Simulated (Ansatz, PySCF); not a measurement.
Sn(H)(F)(Me)2 (C2H7FSn), SMILES [CH3][SnH]([CH3])[F].

The structure is a stationary point at B3LYP-D3(BJ)/def2-SVP. The structure was generated by enumeration; whether it is a known compound was not checked. The def2 effective core potentials stand for the cores of Sn; spin–orbit coupling is left out.

Vertical ionisation energy (IE) and electron affinity (EA) in eV. Rows of orbital energies are one-electron estimates. Where ΔSCF, EOM or ADC give a negative EA the extra electron is unbound and the value depends on the basis.

| level | IE | EA |
|---|---|---|
| −ε(HOMO), −ε(LUMO), HF/def2-TZVP (PySCF) | [?] | [?] |
| −ε(HOMO), −ε(LUMO), PBE/def2-TZVP (PySCF) | 7.00 | 0.93 |
| ΔSCF, CAM-B3LYP/def2-SVPD (Ansatz), final states of multiplicity 2 and 2 | 10.50 | -1.33 |
| ΔSCF, PBE/def2-SVPD (Ansatz), final states of multiplicity 2 and 2 | 10.00 | -1.06 |

Problem. Some entries are withheld; supply them. (The exact figures need the calculation; the answer reports its results.)

Solution. 
- −ε(HOMO), −ε(LUMO), HF/def2-TZVP (PySCF), IE: 11.10
- −ε(HOMO), −ε(LUMO), HF/def2-TZVP (PySCF), EA: -2.53

Problem. What vertical singlet–triplet gap does ΔSCF give with CAM-B3LYP/def2-SVPD (Ansatz, a first-principles code) and with PBE/def2-SVPD (Ansatz)? (An estimate is asked for; the answer gives what the named calculation found.)

Solution. 6.65 and 5.96 eV (triplet above singlet where positive).
